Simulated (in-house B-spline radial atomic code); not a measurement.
Configurations of Os4+, with energies counted from [Xe] 4f14 (5d3/2)4. Method: Dirac-Hartree-Fock, average of each configuration as written, Fermi nucleus of rms radius 5.4126 fm. Calculated with a radial B-spline atomic code at the basis-set limit. Energies include first-order Breit, QED and recoil terms.

Occupations are held fixed; configurations that lie above the ionisation limit could autoionise.

```json
{"configuration": "[Xe] 4f14 (5d3/2)1 (5d5/2)2 8s1", "E - E(ref) (eV)": "43.132", "highest orbital": "8s1/2", "its <r> (bohr)": "7.006"}
{"configuration": "[Kr] 4d10 4f14 5s2 (5p1/2)2 (5p3/2)3 (5d3/2)4 (6d5/2)1", "E - E(ref) (eV)": "75.134", "highest orbital": "6d5/2", "its <r> (bohr)": "3.747"}
{"configuration": "[Xe] (4f5/2)5 (4f7/2)8 (5d3/2)3 (5d5/2)1 7s1", "E - E(ref) (eV)": "88.418", "highest orbital": "7s1/2", "its <r> (bohr)": "4.358"}
{"configuration": "[Kr] 4d10 4f14 5s2 (5p1/2)1 (5p3/2)4 (5d3/2)4 (5g7/2)1", "E - E(ref) (eV)": "103.41", "highest orbital": "5g7/2", "its <r> (bohr)": "5.428"}
{"configuration": "[Kr] (4d3/2)4 (4d5/2)5 4f14 5s2 5p6 (5d3/2)4 8s1", "E - E(ref) (eV)": "324.52", "highest orbital": "8s1/2", "its <r> (bohr)": "6.957"}
```

Q: Order these further configurations by energy, lowest first.
A. [Xe] 4f14 (5d3/2)1 (5d5/2)3
B. [Kr] 4d10 4f14 5s2 (5p1/2)1 (5p3/2)4 (5d5/2)4 (8d3/2)1
C. [Xe] (4f5/2)5 (4f7/2)8 (5d3/2)1 (5d5/2)3 (5g7/2)1
D. [Xe] 4f14 (5d3/2)3 (5d5/2)1
E. [Kr] 4d10 4f14 5s2 (5p1/2)1 (5p3/2)4 (5d3/2)3 (5d5/2)1 9s1

A: D (1.7616 eV), A (4.4036 eV), C (101.52 eV), B (107.43 eV), E (107.61 eV).

Q: How far above the reference does [Xe] 4f14 (5d3/2)2 (5d5/2)1 (9f7/2)1 lie?

A: 50.93 eV; its least bound orbital is 9f7/2 with <r> = 17.4 bohr.
